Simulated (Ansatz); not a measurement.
C$_{2}$H$_{6}$AlFSi (`F/[C]([AlH2])=C\[SiH3]`) at its PBE0-D4/def2-TZVP geometry, where that method's forces vanish. Charge 0, multiplicity 1.

```xyz
11

F     1.1507   -0.7236    1.1478
C     0.6545    0.2896    0.3832
Al    1.5815    2.0187    0.4167
C    -0.4357    0.0284   -0.3397
Si   -1.3047   -1.6271   -0.3583
H     0.9447    3.1418   -0.4990
H     2.8700    2.2381    1.3059
H    -0.8130    0.8509   -0.9418
H    -1.7769   -1.9888    1.0028
H    -0.3948   -2.6932   -0.8503
H    -2.4764   -1.5349   -1.2674
```

**Question.** What forces (eV/Å) does PBE-D4/def2-TZVPP give on these atoms in Ansatz? (An estimate is asked.)

**Answer.** Ansatz gave: 
```
F1   0.278 -0.482  0.396
C2   0.227  0.450 -0.003
Al3  0.024  0.038  0.002
C4  -0.391 -0.130 -0.244
Si5 -0.025  0.023 -0.028
H6  -0.047  0.088 -0.069
H7   0.101  0.018  0.070
H8  -0.096  0.160 -0.134
H9  -0.047 -0.047  0.143
H10  0.093 -0.118 -0.045
H11 -0.117  0.001 -0.088
```
